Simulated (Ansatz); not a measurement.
CH6AsBOSi, SMILES `O=CB([SiH3])[AsH2]`, relaxed with RKS PBE0-D4/def2-TZVP in Ansatz 0.2.0 from a PBE-D4/def2-SVP geometry. The force threshold is 0.005 eV/Å; the program also tests the step.

Total charge 0; spin multiplicity 1.

Start:

```xyz
11

O    -0.659    2.053    0.869
C    -1.102    1.409   -0.088
B    -0.172    0.183   -0.302
Si   -0.310   -1.434    0.902
As    1.212    0.212   -1.762
H    -2.020    1.750   -0.652
H     0.199   -2.662    0.190
H     0.564   -1.204    2.109
H    -1.711   -1.707    1.384
H     2.407   -0.295   -0.948
H     1.592    1.696   -1.701
```

```
         step  energy (eV)  largest force (eV/Å)  largest move (Å)
            1  -72562.2796                 1.002             0.000
            2  -72562.3188                 0.290             0.037
            3  -72562.3214                 0.348             0.029
            4  -72562.3270                 0.249             0.044
 5 (rejected)  -72562.3189                 0.411             0.070
            6  -72562.3354                 0.129             0.034
            7  -72562.3438                 0.105             0.100
            8  -72562.3456                 0.306             0.100
 9 (rejected)  -72562.2979                 2.528             0.161
           10  -72562.3484                 0.097             0.042
           11  -72562.3492                 0.055             0.052
12 (rejected)  -72562.3480                 0.160             0.034
           13  -72562.3501                 0.050             0.017
           14  -72562.3507                 0.034             0.051
           15  -72562.3512                 0.030             0.057
           16  -72562.3515                 0.033             0.021
           17  -72562.3518                 0.030             0.034
18 (rejected)  -72562.3517                 0.063             0.025
           19  -72562.3520                 0.014             0.012
           20  -72562.3520                 0.009             0.017
           21  -72562.3521                 0.007             0.018
           22  -72562.3521                 0.007             0.019
           23  -72562.3521                 0.004             0.009
```

End:

```xyz
11

O    -0.682    2.261    0.897
C    -1.009    1.458    0.047
B    -0.107    0.212   -0.234
Si   -0.292   -1.438    0.901
As    1.106    0.232   -1.805
H    -1.956    1.612   -0.524
H     0.472   -2.585    0.343
H     0.253   -1.098    2.245
H    -1.718   -1.839    1.054
H     2.303   -0.465   -1.198
H     1.630    1.649   -1.726
```

It took 110 s on 4 threads of an Arm Neoverse V2 on a shared host, with 0.69 GiB of host memory at the peak.
